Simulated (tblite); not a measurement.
Parent: `[CH3:1][P:2]1[CH2:3][CH2:4][S:5][CH2:6][CH2:7]1` with C1–P2–C3–C4 163°, P2–C3–C4–S5 -72°, C3–C4–S5–C6 62°, C4–S5–C6–C7 -62°, C5H11PS.

The geometries are computed with GFN2-xTB (gas phase). One conformer each, not checked by frequencies here.

```json
{"coordinate of the parent": "C1–P2", "value": "1.847 Å"}
{"coordinate of the parent": "P2–C3", "value": "1.865 Å"}
{"coordinate of the parent": "C3–C4", "value": "1.519 Å"}
{"coordinate of the parent": "C4–S5", "value": "1.820 Å"}
{"coordinate of the parent": "S5–C6", "value": "1.820 Å"}
{"coordinate of the parent": "C6–C7", "value": "1.519 Å"}
{"coordinate of the parent": "P2–C7", "value": "1.865 Å"}
{"coordinate of the parent": "C1–P2–C3", "value": "98.2°"}
{"coordinate of the parent": "C1–P2–C7", "value": "98.2°"}
{"coordinate of the parent": "C3–P2–C7", "value": "96.5°"}
{"coordinate of the parent": "P2–C3–C4", "value": "110.9°"}
{"coordinate of the parent": "C3–C4–S5", "value": "112.0°"}
{"coordinate of the parent": "C4–S5–C6", "value": "99.0°"}
{"coordinate of the parent": "S5–C6–C7", "value": "112.0°"}
{"coordinate of the parent": "P2–C7–C6", "value": "110.9°"}
```

Question: How does the shared frame change in `[CH3:1][P:2]1(=[O:3])[CH2:4][CH2:5][S:6][CH2:7][CH2:8]1` with C1–P2–C4–C5 173°, P2–C4–C5–S6 -70°, C4–C5–S6–C7 67°, C5–S6–C7–C8 -67°, C5H11OPS? Atoms pair as C1 = C1, P2 = P2, C3 = C4, C4 = C5, S5 = S6, C6 = C7, C7 = C8 (parent first).

Answer: 
| parent | relative | value in the relative | change |
| --- | --- | --- | --- |
| C1–P2 | C1–P2 | 1.830 Å | -0.017 |
| P2–C3 | P2–C4 | 1.842 Å | -0.023 |
| C3–C4 | C4–C5 | 1.517 Å | -0.002 |
| C4–S5 | C5–S6 | 1.819 Å | -0.001 |
| S5–C6 | S6–C7 | 1.819 Å | -0.001 |
| C6–C7 | C7–C8 | 1.517 Å | -0.002 |
| P2–C7 | P2–C8 | 1.842 Å | -0.023 |
| C1–P2–C3 | C1–P2–C4 | 106.0° | +7.8 |
| C1–P2–C7 | C1–P2–C8 | 106.0° | +7.8 |
| C3–P2–C7 | C4–P2–C8 | 103.7° | +7.2 |
| P2–C3–C4 | P2–C4–C5 | 107.7° | -3.2 |
| C3–C4–S5 | C4–C5–S6 | 111.4° | -0.6 |
| C4–S5–C6 | C5–S6–C7 | 99.1° | +0.1 |
| S5–C6–C7 | S6–C7–C8 | 111.4° | -0.6 |
| P2–C7–C6 | P2–C8–C7 | 107.7° | -3.2 |

Of the parent's bonds, P2–C3 and P2–C7 change most and about equally (-0.023 Å). Bonds of the relative outside the shared frame: P2=O3 1.468 Å. Point group Cs → Cs.

Question: How does the shared frame change in `[CH3:1][P:2]1(=[S:3])[CH2:4][CH2:5][S:6][CH2:7][CH2:8]1` with C1–P2–C4–C5 170°, P2–C4–C5–S6 -70°, C4–C5–S6–C7 67°, C5–S6–C7–C8 -67°, C5H11PS2? Atoms pair as C1 = C1, P2 = P2, C3 = C4, C4 = C5, S5 = S6, C6 = C7, C7 = C8 (parent first).

Answer: 
| parent | relative | value in the relative | change |
| --- | --- | --- | --- |
| C1–P2 | C1–P2 | 1.834 Å | -0.013 |
| P2–C3 | P2–C4 | 1.848 Å | -0.017 |
| C3–C4 | C4–C5 | 1.518 Å | -0.001 |
| C4–S5 | C5–S6 | 1.820 Å | 0.000 |
| S5–C6 | S6–C7 | 1.820 Å | 0.000 |
| C6–C7 | C7–C8 | 1.518 Å | -0.001 |
| P2–C7 | P2–C8 | 1.848 Å | -0.017 |
| C1–P2–C3 | C1–P2–C4 | 104.4° | +6.2 |
| C1–P2–C7 | C1–P2–C8 | 104.4° | +6.2 |
| C3–P2–C7 | C4–P2–C8 | 102.3° | +5.8 |
| P2–C3–C4 | P2–C4–C5 | 108.7° | -2.2 |
| C3–C4–S5 | C4–C5–S6 | 111.4° | -0.6 |
| C4–S5–C6 | C5–S6–C7 | 98.9° | -0.1 |
| S5–C6–C7 | S6–C7–C8 | 111.4° | -0.6 |
| P2–C7–C6 | P2–C8–C7 | 108.7° | -2.2 |

Of the parent's bonds, P2–C3 and P2–C7 change most and about equally (-0.017 Å). Bonds of the relative outside the shared frame: P2=S3 1.937 Å. Point group Cs → Cs.
